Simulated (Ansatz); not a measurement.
Geometry optimisation, Ansatz 0.2.0, RHF/def2-SVP.

Input file:

```yaml
crystal:
  periodic: [false, false, false]
  atoms:
    - { symbol: Zr, position_ang: [0.322101, -0.005647, -0.083273] }
    - { symbol: "N", position_ang: [-0.00348, -0.170053, 2.04717] }
    - { symbol: H, position_ang: [-0.535198, 0.496883, 2.581221] }
    - { symbol: H, position_ang: [0.646143, -0.622005, 2.668369] }
    - { symbol: O, position_ang: [2.210874, 0.130201, -0.315953] }
    - { symbol: H, position_ang: [3.121431, 0.243448, -0.520337] }
    - { symbol: O, position_ang: [-0.51166, 1.567335, -0.769085] }
    - { symbol: H, position_ang: [-0.978265, 2.282317, -1.162722] }
    - { symbol: Cl, position_ang: [-0.275331, -2.026113, -1.288489] }
    - { symbol: O, position_ang: [-2.719803, -0.642903, 0.910601] }
    - { symbol: Si, position_ang: [-3.91679, -1.688741, 0.440573] }
    - { symbol: H, position_ang: [-3.456602, -3.093654, 0.492538] }
    - { symbol: H, position_ang: [-5.096401, -1.55773, 1.328293] }
    - { symbol: H, position_ang: [-4.305952, -1.320118, -0.933334] }
    - { symbol: H, position_ang: [-2.105968, -0.881022, 1.625028] }
basis:
  gaussian: { orbitals: def2-SVP }
hamiltonian:
  xc: hf
relax:
  f_tol: 0.03
  max_steps: 50
```

Command:

```bash
$ ansatz run input.yaml --threads 4 --pin off --max-ram 5120MiB --backend cpu --events-out ev --progress --plain --runs-dir out
```

Task: Where does it end, and by what steps?

Result: The run converged. After 40 steps the energy has fallen by 0.528 eV; H13 moved furthest, 2.26 Å. Joined: Zr1–O10 (3.26 → 2.38 Å).

| step | energy less start (eV) | largest force component (eV/Å) | accepted |
| --- | --- | --- | --- |
| 0 | 0.0000 | 1.506 | yes |
| 2 | -0.1673 | 0.531 | yes |
| 4 | -0.2852 | 0.983 | yes |
| 6 | -0.3312 | 0.364 | yes |
| 8 | -0.3544 | 0.318 | yes |
| 10 | -0.3652 | 0.098 | yes |
| 12 | -0.3724 | 0.139 | yes |
| 14 | -0.3751 | 0.105 | yes |
| 16 | -0.3768 | 0.088 | yes |
| 18 | -0.3786 | 0.136 | yes |
| 20 | -0.3803 | 0.170 | yes |
| 22 | -0.3795 | 0.231 | no |
| 24 | -0.3877 | 0.102 | yes |
| 26 | -0.3965 | 0.411 | yes |
| 28 | -0.4413 | 0.149 | yes |
| 30 | -0.4799 | 1.109 | yes |
| 32 | -0.4714 | 0.637 | no |
| 34 | -0.5214 | 0.199 | yes |
| 36 | -0.5266 | 0.106 | yes |
| 38 | -0.5281 | 0.059 | yes |
| 40 | -0.5285 | 0.020 | yes |

```xyz
15
Properties=species:S:1:pos:R:3
Zr 0.010 -0.373 0.206
N 0.098 -0.063 2.226
H -0.608 -0.302 2.900
H 0.854 0.401 2.698
O 1.584 0.577 -0.345
H 2.387 0.927 -0.686
O -1.438 0.620 -0.715
H -1.555 1.414 -1.208
Cl 0.586 -2.669 -0.522
O -2.007 -1.533 0.715
Si -3.577 -1.024 0.290
H -4.463 -2.049 0.888
H -3.836 0.277 0.913
H -3.771 -1.025 -1.166
H -1.867 -2.465 0.827
```

Whether the end is a true minimum wasn't checked by a vibrational analysis.

Run time: 110 s on 4 threads of Arm Neoverse V2, with other jobs on the host, peak memory 0.5 GiB.
